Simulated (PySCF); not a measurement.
Gas-phase reaction: 3 TiCl4 + 2 C2F4 + 2 F2 ⇌ 3 TiF4 + 4 CCl3

Computed with PySCF (xtb for GFN2) and rigid-rotor harmonic-oscillator thermochemistry at 1 bar. † marks an energy on the PBE0/def2-TZVP geometry and frequencies; other levels use their own. MP2 freezes the core. Open shells (unrestricted): CCl3 (multiplicity 2); the rest are closed-shell singlets. GFN2 has no spin-polarisation term. MP2 isn't extrapolated to the basis-set limit; its ΔH°(298 K) is -746.8 kJ in def2-SVP and -736.7 kJ in def2-TZVPP. The harmonic model lacks anharmonicity and excited electronic states, which grow with temperature; levels with a mode under 35 cm⁻¹ are left out. Soft modes under 120 cm⁻¹ make the harmonic entropy rough for TiCl4.

```csv
level,"ΔE electronic, kJ","ΔH°(298 K), kJ","ΔS°(298 K), J/K","ΔG°(1200 K), kJ"
GFN2-xTB,-1391,-1416,43,-1472
HF/def2-TZVP†,-938,-963,65,-1044
MP2/def2-TZVPP†,-711,-737,65,-818
PBE/def2-SVP,-666,-688,57,-759
PBE/def2-TZVP†,-769,-795,65,-876
PBE0/def2-QZVP†,-795,-821,65,-902
PBE0/def2-SVP†,-659,-685,65,-766
r2SCAN/def2-TZVP†,-794,-819,65,-901
ωB97M-V/def2-TZVP†,-760,-785,65,-866
```
ΔH° is lowest at GFN2-xTB and highest at PBE0/def2-SVP†. No reference value is set beside these.
